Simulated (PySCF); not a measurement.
SMILES [SiH3][N][SiH3] (H6NSi2), doublet, PBE0/def2-SVP optimised geometry.

```
9

Si     0.07     0.90     0.00
N     -0.40     0.14    -1.49
Si    -0.96    -1.38    -2.11
H     -0.41     0.22     1.25
H      1.57     0.90     0.00
H     -0.42     2.31     0.00
H     -1.97    -1.12    -3.19
H     -1.57    -2.31    -1.11
H      0.24    -2.04    -2.71
```

Density from unrestricted PBE0/def2-TZVP run with PySCF at that geometry.

Minimum of the electron density along straight lines between bonded atoms, close to the bond critical point (lines longer than 1.1 times the sum of covalent radii, or with two minima, are not listed):

| bond | length / Å | ρ at the minimum / e bohr⁻³ | ∇²ρ there / e bohr⁻⁵ | position (fraction from the first atom) |
|---|---|---|---|---|
| Si1–N2 | 1.733 | 0.127 | 0.55 | 0.40 |
| N2–Si3 | 1.733 | 0.127 | 0.55 | 0.60 |
| Si1–H4 | 1.499 | 0.119 | 0.14 | 0.49 |
| Si1–H5 | 1.498 | 0.118 | 0.14 | 0.49 |
| Si1–H6 | 1.494 | 0.120 | 0.14 | 0.49 |
| Si3–H7 | 1.494 | 0.120 | 0.14 | 0.49 |
| Si3–H8 | 1.499 | 0.119 | 0.14 | 0.49 |
| Si3–H9 | 1.498 | 0.118 | 0.14 | 0.49 |
